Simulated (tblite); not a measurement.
C₃H₉BF₂Si.
Bonds: C1–C2, C2–B3, B3–F4, B3–C5, C5–Si6, Si6–F7. Hydrogens: H8, H9, H10 on C1; H11, H12 on C2; H13, H14 on C5; H15, H16 on Si6.

Computed with GFN2-xTB (tblite), gas phase: L-BFGS steps from a force-field or distance-geometry start until the largest atomic force falls under 0.01 eV/Å.

Step 54: E = -640.8316 eV
```
atom  x, y, z in Å  |  force x, y, z in eV/Å
C1     -1.8543    0.1130    0.5627   -0.005   0.006   0.000
C2     -1.2553   -1.1872    0.0178   -0.016   0.029   0.008
B3      0.2942   -1.1408   -0.3322    0.004   0.008  -0.029
F4      1.0177   -2.2164   -0.0462    0.012  -0.013   0.017
C5      1.0158    0.0511   -1.0500    0.024   0.033  -0.002
Si6     1.7443    1.3458    0.1391   -0.018  -0.018  -0.011
F7      2.8651    0.6667    1.0719    0.007  -0.029  -0.006
H8     -2.9321    0.0193    0.6826    0.010  -0.003  -0.014
H9     -1.6531    0.9427   -0.1114   -0.021  -0.007   0.012
H10    -1.4282    0.3493    1.5352    0.016   0.000  -0.026
H11    -1.7860   -1.4418   -0.9065   -0.009  -0.016   0.016
H12    -1.4701   -1.9956    0.7201    0.019  -0.003  -0.008
H13     0.3471    0.5881   -1.7218    0.000  -0.044   0.004
H14     1.8528   -0.3219   -1.6437   -0.033  -0.014  -0.015
H15     0.7748    1.8777    1.0811   -0.020   0.046   0.037
H16     2.4596    2.3591   -0.6244    0.029   0.025   0.017
```

Step 55: E = -640.8321 eV
```
atom  x, y, z in Å  |  force x, y, z in eV/Å
C1     -1.8521    0.1139    0.5615   -0.008   0.000  -0.003
C2     -1.2547   -1.1875    0.0167   -0.024   0.019   0.009
B3      0.2949   -1.1413   -0.3327    0.016  -0.002  -0.018
F4      1.0193   -2.2154   -0.0413    0.001   0.006   0.006
C5      1.0148    0.0515   -1.0507    0.028   0.034  -0.007
Si6     1.7433    1.3462    0.1407   -0.022  -0.045  -0.035
F7      2.8621    0.6626    1.0727    0.005  -0.022  -0.006
H8     -2.9300    0.0217    0.6830    0.018  -0.006  -0.012
H9     -1.6517    0.9428   -0.1141   -0.018  -0.013   0.018
H10    -1.4236    0.3507    1.5331    0.010   0.000  -0.034
H11    -1.7873   -1.4436   -0.9064   -0.002  -0.008   0.021
H12    -1.4675   -1.9961    0.7195    0.012   0.006  -0.004
H13     0.3424    0.5873   -1.7201    0.014  -0.042   0.008
H14     1.8500   -0.3217   -1.6478   -0.042   0.003   0.001
H15     0.7729    1.8780    1.0816   -0.019   0.045   0.039
H16     2.4596    2.3598   -0.6214    0.030   0.024   0.018
```

Step 56: E = -640.8328 eV
```
atom  x, y, z in Å  |  force x, y, z in eV/Å
C1     -1.8481    0.1149    0.5590   -0.009  -0.008  -0.006
C2     -1.2545   -1.1884    0.0146   -0.019   0.002   0.006
B3      0.2953   -1.1416   -0.3344    0.025  -0.016   0.008
F4      1.0221   -2.2122   -0.0328   -0.011   0.028  -0.012
C5      1.0129    0.0528   -1.0520    0.016   0.020  -0.010
Si6     1.7406    1.3463    0.1424   -0.018  -0.051  -0.043
F7      2.8559    0.6556    1.0738    0.001  -0.014  -0.009
H8     -2.9258    0.0265    0.6840    0.013  -0.015  -0.007
H9     -1.6487    0.9421   -0.1189   -0.013  -0.010   0.014
H10    -1.4152    0.3525    1.5284    0.007   0.001  -0.031
H11    -1.7912   -1.4481   -0.9052    0.007   0.004   0.020
H12    -1.4628   -1.9971    0.7188    0.000   0.018   0.006
H13     0.3352    0.5855   -1.7184    0.023  -0.027   0.003
H14     1.8452   -0.3204   -1.6534   -0.035   0.019   0.011
H15     0.7709    1.8796    1.0844   -0.010   0.036   0.026
H16     2.4605    2.3611   -0.6158    0.024   0.013   0.023
```

Question: Estimate the geometry and energy of step 57. (The exact step hangs on the optimiser's Hessian estimate; all steps are aligned on step 56, rigid shifts and turns removed.)

Answer: E = -640.8331 eV, largest force 0.038 eV/Å
```
atom  x, y, z in Å  |  force x, y, z in eV/Å
C1     -1.8449    0.1156    0.5571   -0.008  -0.008  -0.005
C2     -1.2547   -1.1895    0.0139   -0.005  -0.007   0.003
B3      0.2952   -1.1422   -0.3369    0.018  -0.017   0.023
F4      1.0232   -2.2109   -0.0315   -0.011   0.027  -0.018
C5      1.0116    0.0537   -1.0531    0.001   0.002  -0.005
Si6     1.7374    1.3457    0.1430   -0.011  -0.028  -0.023
F7      2.8502    0.6520    1.0756   -0.002  -0.012  -0.013
H8     -2.9221    0.0306    0.6851    0.001  -0.022  -0.005
H9     -1.6458    0.9410   -0.1226   -0.011  -0.004   0.005
H10    -1.4087    0.3544    1.5243    0.008   0.002  -0.020
H11    -1.7950   -1.4523   -0.9026    0.009   0.009   0.014
H12    -1.4595   -1.9971    0.7205   -0.006   0.022   0.013
H13     0.3322    0.5839   -1.7189    0.016  -0.009  -0.007
H14     1.8430   -0.3185   -1.6552   -0.017   0.017   0.005
H15     0.7691    1.8811    1.0872    0.001   0.025   0.007
H16     2.4612    2.3617   -0.6114    0.014   0.002   0.027
```

The energy changes by -0.0003 eV. The first-order estimate −F·Δx gives -0.0005 eV and the mean of the old and new forces, exact on a quadratic surface, -0.0003 eV. The step makes an angle of 78° with the force vector and moves no atom by more than 0.008 Å.

The cost below is that of the whole relaxation. Time: 1.4 s wall. Hardware: one thread, Arm Neoverse N1 (aarch64), shared host with 64 logical CPUs at a one-minute load of 57.
